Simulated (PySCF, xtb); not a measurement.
Al(Me)2 (C2H6Al), SMILES [CH3][Al+][CH3], charge +1.

GFN2-xTB run with xtb 6.7.1 at its own geometry gives an orbital gap of 3.62 eV.

Coordinates come from a TPSSh-D3(BJ)/def2-TZVP optimisation. The spin state was assumed, not searched. The isomer is the one that the SMILES or the coordinates give; other isomers of the formula were not compared.

### Question
What does B3LYP/def2-TZVPD (PySCF) give? (The exact figures need the calculation; the answer reports its results.)

### Answer
gap 7.09 eV (levels -13.82 and -6.73 eV).
